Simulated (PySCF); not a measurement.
## I⁺: excitation energy

I⁺ [Kr] 4d10 5s2 5p4 (3P) → I⁺ [Kr] 4d10 5s2 5p3 5d1 (5D), as a difference of total energies. Calculation: PySCF 2.14, in aug-cc-pVDZ-PP with ECP28MDF; scalar relativity through the core potential. Correlated levels: valence: 4s2 4p6 4d10 frozen. The calculations carry no spin-orbit coupling.

```csv
method,excitation energy (eV),error (eV)
UHF,9.822,-0.478
LDA,10.527,+0.227
PBE,10.178,-0.122
PBE0,10.251,-0.049
r2SCAN,10.392,+0.092
B3LYP,10.557,+0.257
M06,10.320,+0.020
revPBE,10.104,-0.196
TPSSh,10.310,+0.010
MP2 (valence),10.275,-0.025
SCS-MP2 (valence),10.292,-0.008
```

Reference: 10.300 eV (measured; NIST levels, between the centres of gravity of the two terms).

Errors of the correlated levels include the incompleteness of this basis and the frozen core.
